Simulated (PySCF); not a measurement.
**BI: one state, many levels of theory**

State: ¹Σ⁺ (singlet), closed shell. Set-up: PySCF, scalar-relativistic core potentials, basis sets B cc-pVDZ, I cc-pVDZ-PP with ECP28. De refers to B + I in their high-spin ground configurations, without counterpoise correction. A positive dipole means B(−)I(+).

| Level | Re (Å) | ωe (cm⁻¹) | De (eV) | μ (D) |
| --- | --- | --- | --- | --- |
| RHF | 2.167 | 569 | 2.19 | 0.71 |
| RHF-MP2 | 2.144 | 596 | 3.48 | n/a |
| RHF-SCS-MP2 | 2.151 | 587 | 3.32 | n/a |
| RHF-CCSD | 2.159 | 582 | 3.26 | n/a |
| RHF-CCSD(T) | 2.160 | 580 | 3.42 | n/a |
| LDA | 2.140 | 585 | 4.58 | 1.48 |
| PBE | 2.164 | 566 | 4.00 | 1.36 |
| BP86 | 2.171 | 558 | 3.93 | 1.27 |
| r²SCAN | 2.159 | 573 | 3.78 | 1.26 |
| PBE0 | 2.148 | 585 | 3.73 | 1.23 |
| HSE06 | 2.152 | 580 | 3.73 | 1.23 |
| M06-2X | 2.153 | 576 | 3.49 | 0.79 |

The bond length runs from 2.140 Å (LDA) to 2.171 Å (BP86). De spans 2.19 eV (RHF, mean field) to 4.58 eV (LDA, local density). Correlation at CCSD(T) changes the Hartree–Fock bond energy by +1.23 eV; the triples alone change it by +0.16 eV.

Correlated steps freeze 5 core orbitals. Correlated levels converge slowly with the basis: in double zeta they bind strong bonds too weakly, by up to about 1 eV, and carry superposition errors of some tenths. Spin–orbit coupling is left out, which matters for elements this heavy, above all for dissociation energies. Where the molecule has an RHF reference, its open-shell atoms are computed with UHF.
